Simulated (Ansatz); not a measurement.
Gas-phase electronic energies from Ansatz, PBE0-D4/def2-TZVP geometries. CBS: MP2 limit from def2 TZ/QZ plus the TZ coupled-cluster correction, frozen cores. DFT in def2-TZVPP. For Ge outer-core shells are correlated without core-valence functions, which leaves a few kJ/mol of doubt a bond. Scalar relativity is left out up to krypton. One conformer a species, not always the lowest.

`O[CH](F)[GeH2][F]` + `[NH2][GeH3]` → `[F][GeH2][NH][GeH3]` + `OCF`  (ligand exchange at a Ge–C bond)

`O[CH](F)[GeH2][F]`:

```xyz
9

O     0.844    1.240   -0.755
C     0.027    0.739    0.232
F    -1.214    1.356    0.193
Ge   -0.197   -1.200   -0.124
F    -1.019   -1.829    1.278
H     1.096    2.145   -0.543
H     0.419    0.926    1.240
H     1.152   -1.926   -0.188
H    -1.108   -1.452   -1.330
```

`[NH2][GeH3]`:

Z-matrix (Å, degrees):
```
Ge
N 1 1.843
H 1 1.536 2 106.9
H 1 1.548 2 114.5 3 -120.5
H 1 1.536 2 106.8 3 119.0
H 2 1.011 1 113.7 3 59.1
H 2 1.011 1 113.6 3 -176.9
```

`[F][GeH2][NH][GeH3]`:

Z-matrix (Å, degrees):
```
Ge
N 1 1.807
F 1 1.750 2 110.3
H 1 1.532 2 110.3 3 115.6
H 1 1.531 2 109.4 3 -115.0
Ge 2 1.843 1 125.5 3 73.5
H 2 1.010 1 114.8 3 -80.8
H 6 1.538 2 108.5 1 144.7
H 6 1.535 2 105.8 1 25.5
H 6 1.540 2 111.8 1 -94.7
```

`OCF`:

Cartesian coordinates in Å:
```
O -0.040 0.036 1.081
C -0.202 -0.044 -0.277
F 0.661 -0.970 -0.827
H 0.803 0.458 1.275
H -0.001 0.905 -0.788
H -1.221 -0.386 -0.463
```

CCSD(T)/CBS gives -0.75 eV.

Problem. Another level gave -0.61 eV. Which?
A. HF/def2-TZVPP
B. PBE-D4/def2-TZVPP
C. r2SCAN/def2-TZVPP
D. CCSD/def2-TZVPP

Solution. B. PBE-D4 -0.61, r2SCAN -0.67, HF/def2-TZVPP -0.86, CCSD/def2-TZVPP -0.78 eV.

Largest T1 diagnostic among the species: 0.012.

From PBE to PBE0 (25 % exact exchange), in def2-TZVPP and without D4, ΔE moves by −0.07 eV. In def2-TZVPP, CCSD(T) changes the Hartree–Fock value by +0.09 eV (the triples alone add +0.01 eV) and MP2 by +0.04 eV.
